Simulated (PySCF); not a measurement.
Compound: C7H13NSi.
Bonds: C1–C2 (triple), C2–Si3, Si3–N4, N4–C5, N4–C6, C6–C7, C7–C8, C8–C9 (double). Hydrogens: H10 on C1; H11, H12 on Si3; H13, H14, H15 on C5; H16, H17 on C6; H18, H19 on C7; H20 on C8; H21, H22 on C9.

The same species was optimised twice, with GFN2-xTB and with PBE0-D3(BJ)/def2-SVP (PySCF), and the same property calculations (PySCF, gas phase) were run on both structures.

| coordinate | GFN2-xTB | PBE0-D3(BJ)/def2-SVP | change |
| --- | --- | --- | --- |
| C1≡C2 (Å) | 1.203 | 1.218 | +0.015 |
| C2–Si3 (Å) | 1.862 | 1.848 | -0.014 |
| C8=C9 (Å) | 1.320 | 1.334 | +0.014 |
| Si3–N4 (Å) | 1.723 | 1.730 | +0.007 |
| N4–C6 (Å) | 1.440 | 1.446 | +0.006 |
| C6–C7 (Å) | 1.540 | 1.535 | -0.005 |
| N4–C5 (Å) | 1.442 | 1.444 | +0.002 |
| C7–C8 (Å) | 1.492 | 1.494 | +0.002 |
| C5–N4–C6 (°) | 114.0 | 115.7 | +1.7 |
| N4–C6–C7 (°) | 113.9 | 115.1 | +1.2 |
| C6–C7–C8 (°) | 111.1 | 112.2 | +1.1 |
| C7–C8–C9 (°) | 124.6 | 125.5 | +0.9 |
| C2–Si3–N4 (°) | 114.8 | 113.9 | -0.9 |
| Si3–N4–C6 (°) | 120.8 | 120.6 | -0.2 |
| C1–C2–Si3 (°) | 177.4 | 177.6 | +0.2 |
| Si3–N4–C5 (°) | 120.7 | 120.8 | +0.1 |
| C2–Si3–N4–C5 (°) | 77 | 79 | +2 |
| Si3–N4–C6–C7 (°) | 82 | 91 | +9 |
| N4–C6–C7–C8 (°) | -174 | -176 | -2 |
| C6–C7–C8–C9 (°) | -117 | -116 | +1 |

Rotational constants: A = 1855, B = 756.3, C = 619.8 MHz (GFN2-xTB) against A = 1911, B = 715.7, C = 598.6 MHz (PBE0-D3(BJ)/def2-SVP). Point groups within 0.08 Å: C1 and C1.

On the GFN2-xTB structure: HOMO (eV) -6.43 [PBE0/pcSseg-1]; LUMO (eV) -0.10 [PBE0/pcSseg-1]; dipole (D) 0.78 [PBE0/pcSseg-1]; GIAO shielding of C1 (ppm) 84.5 [PBE0/pcSseg-1]; GIAO shielding of C2 (ppm) 96.2 [PBE0/pcSseg-1]; GIAO shielding of Si3 (ppm) 404.1 [PBE0/pcSseg-1]; GIAO shielding of N4 (ppm) 230.7 [PBE0/pcSseg-1]; GIAO shielding of C5 (ppm) 147.2 [PBE0/pcSseg-1]; GIAO shielding of C6 (ppm) 127.5 [PBE0/pcSseg-1]; GIAO shielding of C7 (ppm) 147.5 [PBE0/pcSseg-1]; GIAO shielding of C8 (ppm) 41.6 [PBE0/pcSseg-1].

What do these properties become on the PBE0-D3(BJ)/def2-SVP structure?

```
                                    property          level  on GFN2-xTB  on PBE0-D3(BJ)/def2-SVP  change
                                   HOMO (eV)  PBE0/pcSseg-1        -6.43                    -6.48   -0.05
                                   LUMO (eV)  PBE0/pcSseg-1        -0.10                    -0.12   -0.02
                                  dipole (D)  PBE0/pcSseg-1         0.78                     0.87   +0.09
energy, GFN2-xTB geometry as zero (kcal/mol)  PBE0/pcSseg-1          0.0                     -1.4    -1.4
                  GIAO shielding of C1 (ppm)  PBE0/pcSseg-1         84.5                     81.7    -2.8
                  GIAO shielding of C2 (ppm)  PBE0/pcSseg-1         96.2                     95.2    -1.0
                 GIAO shielding of Si3 (ppm)  PBE0/pcSseg-1        404.1                    404.0    -0.1
                  GIAO shielding of N4 (ppm)  PBE0/pcSseg-1        230.7                    232.7    +2.0
                  GIAO shielding of C5 (ppm)  PBE0/pcSseg-1        147.2                    146.8    -0.4
                  GIAO shielding of C6 (ppm)  PBE0/pcSseg-1        127.5                    127.6    +0.1
                  GIAO shielding of C7 (ppm)  PBE0/pcSseg-1        147.5                    147.3    -0.2
                  GIAO shielding of C8 (ppm)  PBE0/pcSseg-1         41.6                     39.0    -2.6
```

The heavy atoms differ by 0.090 Å rms after alignment. Among bonds between heavy atoms C1≡C2, C2–Si3 and C8=C9 change most and about equally (-0.014 to +0.015 Å). Changes are differences of the printed values. Neither structure is proved a minimum here.

Shape of the structure used: `[CH:1]#[C:2][SiH2:3][N:4]([CH3:5])[CH2:6][CH2:7][CH:8]=[CH2:9]`: C2–Si3–N4–C5 79°, Si3–N4–C6–C7 91°, N4–C6–C7–C8 -176°, C6–C7–C8–C9 -116°.
